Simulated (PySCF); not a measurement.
Si(H)(NHSiH3)(Me)2 (C2H11NSi2), SMILES C[SiH](N[SiH3])C. Atoms are numbered in the order given.

```xyz
16

Si    -0.8583    -0.0355    -0.6086
C     -1.9113     1.5227    -0.5482
C     -1.2956    -1.2081     0.7946
N      0.8407     0.3682    -0.4512
Si     2.0428    -0.2884     0.6253
H     -1.1194    -0.7146    -1.9189
H     -2.9797     1.2829    -0.6792
H     -1.6285     2.2267    -1.3484
H     -1.7880     2.0406     0.4169
H     -2.3526    -1.5112     0.7228
H     -0.6840    -2.1246     0.7655
H     -1.1467    -0.7280     1.7753
H      1.2078     1.0212    -1.1400
H      2.3006    -1.7460     0.4086
H      3.3141     0.4552     0.3867
H      1.6495    -0.1314     2.0576
```
Charge 0, spin multiplicity 1.

Coordinates come from a B3LYP-D3(BJ)/def2-SVP optimisation. One conformer was computed; it need not be the lowest.

These are SMD-M06-2X/6-31G* (PySCF) values and carry that method's errors.

Solvation free energies are E(SMD) − E(gas) at the gas-phase geometry, for 1 M in both phases. In vacuum the dipole moment is 0.84 D.

Computed solvation free energies in water, tetrahydrofuran, benzene:
```
solvent          ΔG(solv) (kcal/mol)  its non-electrostatic (CDS) part  dipole (D)
---------------  -------------------  --------------------------------  ----------
water                            2.2                               5.3        1.10
tetrahydrofuran                 -1.9                               0.6        1.04
benzene                         -1.8                              -0.4        0.94
```
